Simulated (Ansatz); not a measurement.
Reaction (redistribution): `F[Si]([SiH3])(Cl)Br` + `[NH2][AlH][SiH3]` → `F[Si]([SiH3])([SiH3])Cl` + `[NH2][AlH][Br]`

Gas-phase electronic energies from Ansatz, PBE0-D4/def2-TZVP geometries. CCSD(T)/CBS is the MP2 limit (def2-TZVPP, def2-QZVPP) plus CCSD(T) − MP2 in def2-TZVPP, frozen cores. DFT in def2-TZVPP. For Br outer-core shells are correlated without core-valence functions, which leaves a few kJ/mol of doubt a bond. Scalar relativity is left out up to krypton. One conformer a species, not always the lowest.

| level | ΔE (kJ/mol) |
| --- | --- |
| LDA (SPW92) | -51.2 |
| r2SCAN-D4 | -59.8 |
| CAM-B3LYP-D4 | -61.9 |
| B2PLYP | -60.9 |

Problem. What does CCSD(T)/CBS give? (An estimate is asked.)

Solution. Computed: -59.3 kJ/mol. The listed levels differ from it by 8.1, -0.5, -2.6, -1.6 kJ/mol.

Largest T1 diagnostic among the species: 0.013.

From PBE to PBE0 (25 % exact exchange), in def2-TZVPP and without D4, ΔE moves by −3.7 kJ/mol. At CCSD(T), def2-SVP lies −3.3 kJ/mol from the extrapolated value and def2-TZVPP −0.0 kJ/mol. Leaving LDA and LC-ωPBE aside and taking each functional with its dispersion term where it has one, the values, not all of them listed here, spread over 11.1 kJ/mol, from BHLYP-D4 to revPBE-D4.

CCSD(T)/CBS has its own doubt, a few kJ/mol and more with outer-core shells, so smaller differences from it don't rank the levels.
